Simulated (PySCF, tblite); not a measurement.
Isomers of C5H8NSi (doublet state), one GFN2-xTB conformer each. Single-point energies are computed at B3LYP/pcH-1 (PySCF, gas phase, no added dispersion term), electronic only. GFN2-xTB treats the open shell by occupation alone, and not every SCF solution was tested for stability.

**Question.** Rank them by B3LYP/pcH-1 energy, lowest first (kJ/mol).
A. `[CH2:1][SiH2:2][n:3]1[cH:4][cH:5][cH:6][cH:7]1` (doublet state) with H–C1–Si2–N3 0° and 180°, C1–Si2–N3–C4 -88°
B. `[CH3:1][SiH:2][n:3]1[cH:4][cH:5][cH:6][cH:7]1` (doublet state) with C1–Si2–N3–C4 162°
C. `[SiH3:1][NH:2][C:3]1[CH:4]=[CH:5][CH:6]=[CH:7]1` (doublet state) with Si1–N2–C3–C4 0°

**Answer.** B (0.0), C (27.7), A (50.1).

GFN2-xTB itself gives, in the same order: 32.5, 0.0, 90.6. GFN2-xTB puts [SiH3]N[C]1C=CC=C1 lowest instead; measured from each level's own lowest isomer, the values differ by up to 40.5 kJ/mol ([CH2][SiH2]n1cccc1: 90.6 against 50.1).

**Question.** What happens when harmonic zero-point energies from GFN2-xTB frequencies are added?

**Answer.** 
| SMILES | ZPE (kJ/mol) | electronic (kJ/mol) | with ZPE (kJ/mol) |
| --- | --- | --- | --- |
| C[SiH]n1cccc1 | 302.5 | 0.0 | 0.0 |
| [SiH3]N[C]1C=CC=C1 | 287.0 | 27.7 | 12.2 |
| [CH2][SiH2]n1cccc1 | 286.6 | 50.1 | 34.2 |

The zero-point energies span 15.9 kJ/mol. The order is unchanged.
